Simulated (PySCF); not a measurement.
**Löwdin shares of the frontier orbitals**

Compound: CH₈N₂OSi₂.
Numbering: `[NH2:1][SiH2:2][SiH2:3][NH:4][CH:5]=[O:6]` (hydrogens: H7, H8 on N1; H9, H10 on Si2; H11, H12 on Si3; H13 on N4; H14 on C5)

Geometry (GFN2-xTB, Å), atoms numbered from 1 in this order:
```xyz
14
CH8N2OSi2 angstrom
N     -2.672   -0.019   -0.256
Si    -1.148    0.408    0.470
Si     0.345   -0.571   -0.990
N      1.944   -0.368   -0.236
C      2.099    0.244    0.937
O      1.199    0.723    1.591
H     -3.513    0.168    0.266
H     -2.840    0.188   -1.227
H     -1.283   -0.212    1.787
H     -0.983    1.867    0.580
H      0.344   -2.021   -1.247
H      0.584    0.026   -2.320
H      2.778   -0.723   -0.673
H      3.145    0.290    1.296
```

Theory: TDDFT B3LYP/def2-SVPD, vertical, gas phase, core orbitals frozen in the response in PySCF 2.14.0, density-fitted response routines.

Frontier orbitals with the atoms that hold most of them (Löwdin shares over 4%, at most four atoms; ? is withheld):

```json
{"orbital": "LUMO+2", "ε (eV)": "0.12", "atoms": "Si3 22%, Si2 14%, H13 14%, C5 12%"}
{"orbital": "LUMO+1", "ε (eV)": "-0.20", "atoms": "C5 37%, O6 21%, N4 14%, Si3 9%"}
{"orbital": "LUMO", "ε (eV)": "?", "atoms": "?"}
{"orbital": "HOMO", "ε (eV)": "-6.81", "atoms": "?"}
{"orbital": "HOMO-1", "ε (eV)": "-7.63", "atoms": "O6 58%, C5 11%, H14 7%, Si3 7%"}
{"orbital": "HOMO-2", "ε (eV)": "-7.78", "atoms": "N4 38%, O6 27%, Si3 9%, C5 8%"}
{"orbital": "HOMO-3", "ε (eV)": "-8.54", "atoms": "Si2 28%, Si3 25%, H9 11%, N1 8%"}
```

**Question.** Give the leading atoms of the HOMO.

**Answer.** N1 (bonded to Si and 2 H) 60%; Si2 (bonded to N, Si and 2 H) 13%; H10 (bonded to Si) 9%; H8 (bonded to N) 6%. By element: nitrogen 60% or more, hydrogen 15% or more, silicon 13% or more.

**Question.** Give the leading atoms of the LUMO.

**Answer.** Si3 (bonded to N, Si and 2 H) 30%; Si2 (bonded to N, Si and 2 H) 16%; H12 (bonded to Si) 11%; H11 (bonded to Si) 8%. By element: silicon 46%, hydrogen 18% or more.

**Question.** What is the LUMO energy, and the HOMO–LUMO gap?

**Answer.** ε(LUMO) = -0.59 eV; the gap is 6.22 eV (0.2284 hartree).

**Question.** How does S1 compare with the orbital gap of 6.22 eV?

**Answer.** S1 is at 5.22 eV (f = 0.0025), 1.00 eV below the gap, made of HOMO→LUMO (97%). Without the coupling terms of the response equations the lowest excitation would equal the gap.

**Question.** One configuration dominates each of S1, S2, S3, S5 and S6. Which, and how do the shares of the two leading atoms of either orbital change from the occupied to the empty one?

**Answer.** 
- S1 (5.22 eV, f 0.0025), HOMO→LUMO (97%): N1 60% → at most 8%, Si2 13% → 16%, Si3 at most 6% → 30%
- S2 (5.75 eV, f 0.0021), HOMO-1→LUMO+1 (85%): O6 58% → 21%, C5 11% → 37%; low, almost dark, from the terminal oxygen into the C=O bond, the pattern of n→π*
- S3 (5.89 eV, f 0.0033), HOMO→LUMO+1 (88%): N1 60% → at most 9%, Si2 13% → at most 9%, C5 at most 6% → 37%, O6 at most 6% → 21%
- S5 (6.19 eV, f 0.0050), HOMO-2→LUMO (79%): N4 38% → at most 8%, O6 27% → at most 8%, Si3 9% → 30%, Si2 at most 9% → 16%
- S6 (6.24 eV, f 0.021), HOMO-1→LUMO (72%): O6 58% → at most 8%, C5 11% → at most 8%, Si3 7% → 30%, Si2 at most 7% → 16%

Löwdin shares depend on the basis, the more so with diffuse functions.

One conformer stands for the species.
